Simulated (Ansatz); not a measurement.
Total energies of `F[C]1=C[CH2][AlH]1`.

```json
{"atom": "F1", "x (Å)": "1.594", "y (Å)": "0.169", "z (Å)": "2.047"}
{"atom": "C2", "x (Å)": "0.783", "y (Å)": "0.251", "z (Å)": "0.989"}
{"atom": "C3", "x (Å)": "0.236", "y (Å)": "-0.824", "z (Å)": "0.392"}
{"atom": "C4", "x (Å)": "-0.643", "y (Å)": "-0.441", "z (Å)": "-0.788"}
{"atom": "Al5", "x (Å)": "-0.108", "y (Å)": "1.386", "z (Å)": "-0.283"}
{"atom": "H6", "x (Å)": "0.399", "y (Å)": "-1.856", "z (Å)": "0.710"}
{"atom": "H7", "x (Å)": "-1.685", "y (Å)": "-0.743", "z (Å)": "-0.660"}
{"atom": "H8", "x (Å)": "-0.290", "y (Å)": "-0.855", "z (Å)": "-1.736"}
{"atom": "H9", "x (Å)": "-0.286", "y (Å)": "2.913", "z (Å)": "-0.671"}
```

The species carries charge 0 and has multiplicity 1. The geometry is a stationary point of PBE0-D4/def2-TZVP. Basis def2-TZVPP, the Gaussian-basis code of Ansatz.

RPA on PBE orbitals: Hartree–Fock energy of these orbitals -457.26453 Eh, correlation -1.29253 Eh (frozen core).

```csv
functional,energy without D4 (Eh),D4 term (kJ/mol)
LDA (SPW92),-456.26491,–
revPBE,-458.91487,-52.3
r2SCAN,-458.89356,-3.9
B97M-V,-458.94733,–
PBE0,-458.68129,-13.9
r2SCANh,-458.88051,-4.2
r2SCAN0,-458.86213,-4.6
CAM-B3LYP,-458.94811,-14.1
ωB97M-V,-458.94277,–
PBE-QIDH,-458.55879,–
```

Task: Give the same for PBE, BLYP, B3LYP, HSE06 (plane-wave form), BHLYP, LC-ωPBE, ωB97X-V, B2PLYP. (An estimate is asked.)

Result: The calculation gave: 
| functional | energy without D4 (Eh) | D4 term (kJ/mol) |
| --- | --- | --- |
| PBE | -458.64792 | -16.7 |
| BLYP | -458.97760 | -37.2 |
| B3LYP | -459.05922 | -27.1 |
| HSE06 (plane-wave form) | -458.66464 | -13.0 |
| BHLYP | -458.92320 | -20.8 |
| LC-ωPBE | -458.81047 | – |
| ωB97X-V | -458.92551 | – |
| B2PLYP | -458.75673 | – |

B3LYP takes the VWN-RPA correlation (the form of Gaussian; ORCA's B3LYP/G). HSE06 is the plane-wave form, built on full-range PBE exchange. The double hybrids freeze the cores in their second-order part.

LC-ωPBE has ω = 0.4 bohr⁻¹.
